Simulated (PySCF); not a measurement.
Cl3Si (SMILES Cl[Si](Cl)Cl), doublet, at a GFN2-xTB geometry; CCSD(T)/STO-3G (PySCF).

PySCF was given this input:
```python
from pyscf import gto, scf, cc

mol = gto.M(
    atom='''
Si    0.305349    0.301083    0.303222
Cl   -0.851349   -0.875891    1.477321
Cl    1.471334   -0.855542   -0.881862
Cl   -0.871449    1.483482   -0.845170
''',
    basis='sto-3g',
    charge=0,
    spin=1,
    verbose=4,
)

mf = scf.UHF(mol)
mf.kernel()

mycc = cc.CCSD(mf, frozen=20)
mycc.kernel()
et = mycc.ccsd_t()
print('E(CCSD(T)) = %.10f' % (mycc.e_tot + et))
```

Predict the main parts of the log of this PySCF run.


```
PySCF version 2.14.0

[INPUT] verbose = 4
[INPUT] num. atoms = 4
[INPUT] num. electrons = 65
[INPUT] charge = 0
[INPUT] spin (= nelec alpha-beta = 2S) = 1
[INPUT] symmetry False subgroup None
[INPUT] Mole.unit = angstrom
[INPUT] Symbol           X                Y                Z      unit          X                Y                Z       unit  Magmom
[INPUT]  1 Si     0.305349000000   0.301083000000   0.303222000000 AA    0.577025982410   0.568964410762   0.573006534943 Bohr   0.0
[INPUT]  2 Cl    -0.851349000000  -0.875891000000   1.477321000000 AA   -1.608816446422  -1.655194104971   2.791732088069 Bohr   0.0
[INPUT]  3 Cl     1.471334000000  -0.855542000000  -0.881862000000 AA    2.780418297761  -1.616740068063  -1.666477659661 Bohr   0.0
[INPUT]  4 Cl    -0.871449000000   1.483482000000  -0.845170000000 AA   -1.646799941526   2.803374690722  -1.597139828699 Bohr   0.0

nuclear repulsion = 325.137116421977
number of shells = 20
number of NR pGTOs = 108
number of NR cGTOs = 36
basis = sto-3g
ecp = {}

******** <class 'pyscf.scf.uhf.UHF'> ********
method = UHF
initial guess = minao
damping factor = 0
level_shift factor = 0
DIIS = <class 'pyscf.scf.diis.CDIIS'>
diis_start_cycle = 1
diis_space = 8
diis_damp = 0
SCF conv_tol = 1e-09
SCF conv_tol_grad = None
SCF max_cycles = 50
direct_scf = True
direct_scf_tol = 1e-13
number electrons alpha = 33  beta = 32
Set gradient conv threshold to 3.16228e-05
init E= -1648.78795961337

cycle= 1 E= -1649.37585638717  delta_E= -0.588  |g|= 0.259  |ddm|=    2
cycle= 2 E= -1649.45280073204  delta_E= -0.0769  |g|= 0.0637  |ddm|= 0.774
cycle= 3 E= -1649.457817638  delta_E= -0.00502  |g|= 0.0219  |ddm|= 0.165
cycle= 4 E= -1649.45926412381  delta_E= -0.00145  |g|= 0.00586  |ddm|= 0.152
cycle= 5 E= -1649.45937156943  delta_E= -0.000107  |g|= 0.00262  |ddm|= 0.0362
cycle= 6 E= -1649.45939439223  delta_E= -2.28e-05  |g|= 0.000469  |ddm|= 0.0195
cycle= 7 E= -1649.45939495489  delta_E= -5.63e-07  |g|= 8.37e-05  |ddm|= 0.00248
cycle= 8 E= -1649.45939497211  delta_E= -1.72e-08  |g|= 2.06e-05  |ddm|= 0.000396
cycle= 9 E= -1649.45939497321  delta_E= -1.1e-09  |g|= 5.35e-06  |ddm|= 0.000105
cycle= 10 E= -1649.45939497329  delta_E= -7.59e-11  |g|= 8.07e-07  |ddm|= 3.1e-05
Extra cycle  E= -1649.45939497329  delta_E= -2.27e-12  |g|= 3.6e-07  |ddm|= 2.03e-06
converged SCF energy = -1649.45939497329  <S^2> = 0.75280672  2S+1 = 2.0028048

******** <class 'pyscf.cc.uccsd.UCCSD'> ********
CC2 = 0
CCSD nocc = (np.int64(13), np.int64(12)), nmo = (16, 16)
frozen orbitals 20
max_cycle = 50
direct = 0
conv_tol = 1e-07
conv_tol_normt = 1e-06
diis_space = 6
diis_start_cycle = 0
diis_start_energy_diff = 1e+09
Init t2, MP2 energy = -0.0374136392697613
Init E_corr(UCCSD) = -0.037413639269925
cycle = 1  E_corr(UCCSD) = -0.0433950922501155  dE = -0.00598145298  norm(t1,t2) = 0.0511478
cycle = 2  E_corr(UCCSD) = -0.0460693204076021  dE = -0.00267422816  norm(t1,t2) = 0.0178505
cycle = 3  E_corr(UCCSD) = -0.0474248357058527  dE = -0.0013555153  norm(t1,t2) = 0.00847471
cycle = 4  E_corr(UCCSD) = -0.0475217023363924  dE = -9.68666305e-05  norm(t1,t2) = 0.00237246
cycle = 5  E_corr(UCCSD) = -0.0474961949426159  dE = 2.55073938e-05  norm(t1,t2) = 0.00125484
cycle = 6  E_corr(UCCSD) = -0.0475015064982997  dE = -5.31155568e-06  norm(t1,t2) = 0.000284308
cycle = 7  E_corr(UCCSD) = -0.0474997232745148  dE = 1.78322378e-06  norm(t1,t2) = 7.0055e-05
cycle = 8  E_corr(UCCSD) = -0.0475000358974367  dE = -3.12622922e-07  norm(t1,t2) = 2.77407e-05
cycle = 9  E_corr(UCCSD) = -0.0474999702159107  dE = 6.5681526e-08  norm(t1,t2) = 1.06004e-05
cycle = 10  E_corr(UCCSD) = -0.0475000109649766  dE = -4.07490659e-08  norm(t1,t2) = 3.43722e-06
cycle = 11  E_corr(UCCSD) = -0.0474999946760232  dE = 1.62889534e-08  norm(t1,t2) = 1.10657e-06
cycle = 12  E_corr(UCCSD) = -0.047499974670206  dE = 2.00058171e-08  norm(t1,t2) = 4.34621e-07
UCCSD converged
E(UCCSD) = -1649.50689494796  E_corr = -0.04749997467020604
UCCSD(T) correction = -0.00172358958787515
E(CCSD(T)) = -1649.5086185375
```
